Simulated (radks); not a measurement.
Sr IV, 35 electrons, occupied as [Ar] 3d10 4s2 4p4.5 4f0.5 (fractional occupations, a model configuration).

All-electron calculation, non-relativistic Kohn-Sham, PBE, spin-unpolarised, spherical densities, point nucleus; relativity is left out, which matters for an element this heavy. Program: a radial shooting solver on a logarithmic mesh with Libxc functionals.

Energy parts (eV):
| part | energy |
|---|---|
| total | -85171.463 |
| kinetic | 85128.441 |
| electron-nucleus | -201905.253 |
| Hartree | 34388.031 |
| exchange-correlation | -2782.682 |

Orbitals (lengths in bohr, moments of r in powers of bohr):
orbital  occ.  eigenvalue (eV)       <r^4>
1s          2        -15647.92  0.00001186
2s          2        -2119.429    0.002328
2p          6        -1934.148    0.001588
3s          2        -356.1632      0.1318
3p          6        -288.3285      0.1440
3d         10        -165.5677      0.1803
4s          2         -71.0738       6.119
4p        4.5         -53.4656       9.581
4f        0.5         -11.1813       599.1

The highest occupied level is 4f at -11.181 eV. Virial ratio -V/T = 2.00051.
